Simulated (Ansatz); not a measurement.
`NB(Cl)Br` + NH₃ → `NB(N)Br` + HCl at 298.15 K and 1 bar (ligand exchange at a B–Cl bond).

Program: Ansatz. Geometries: PBE0-D4/def2-TZVP. ΔE: electronic, gas phase. CCSD(T)/CBS is the MP2 limit (def2-TZVPP, def2-QZVPP) plus CCSD(T) − MP2 in def2-TZVPP, frozen cores. This one scheme is used for every species. For Br outer-core shells are correlated without core-valence functions, which leaves a few kJ/mol of doubt a bond. Scalar relativity is left out up to krypton. One conformer a species, not always the lowest.

```tsv
species	CCSD(T)/CBS energy (Eh)	H − E (kJ/mol)	S (J/(mol·K))
`NB(Cl)Br`	-3113.92934	103.2	311.3
NH₃	-56.50880	100.5	192.4
`NB(N)Br`	-2710.06092	171.2	307.3
HCl	-460.38127	26.6	186.8
```

H − E and S are ideal-gas, rigid-rotor, harmonic terms from PBE0-D4/def2-TZVP, for one conformer and one mirror image of each species. 1 Eh = 2625.50 kJ/mol, R = 8.31446 J/(mol·K).

Problem. By hand: ΔE, ΔH, ΔS and ΔG.

Solution. ΔE = (-2710.06092) + (-460.38127) − (-3113.92934) − (-56.50880) = -0.00405 Eh = -10.6 kJ/mol. Δ(H − E) = 171.2 + 26.6 − 103.2 − 100.5 = -5.9, so ΔH = -16.5 kJ/mol. ΔS = 307.3 + 186.8 − 311.3 − 192.4 = -9.6 J/(mol·K). ΔG = -16.5 − 298.15 × (-9.6)/1000 = -13.6 kJ/mol.

Problem. By hand: the equilibrium constant, and the temperature at which ΔG would vanish if ΔH and ΔS stayed fixed.

Solution. log₁₀ K = −ΔG/(RT ln 10) = 2.4. ΔG = 0 at ΔH/ΔS = 1719 K, though so small a ΔS makes that figure unsure.

The number of gas molecules stays the same, so ΔS is small and ΔH decides. A doubt of 5 kJ/mol in ΔE shifts log₁₀ K by 0.9 here. Other conformers and mirror images would add mixing entropy, several J/(mol·K) or more a flexible species. These are equilibria of isolated gas molecules and say nothing of rates. Largest T1 diagnostic: 0.009 (customary marks: 0.02 for closed shells, 0.045 for open ones).
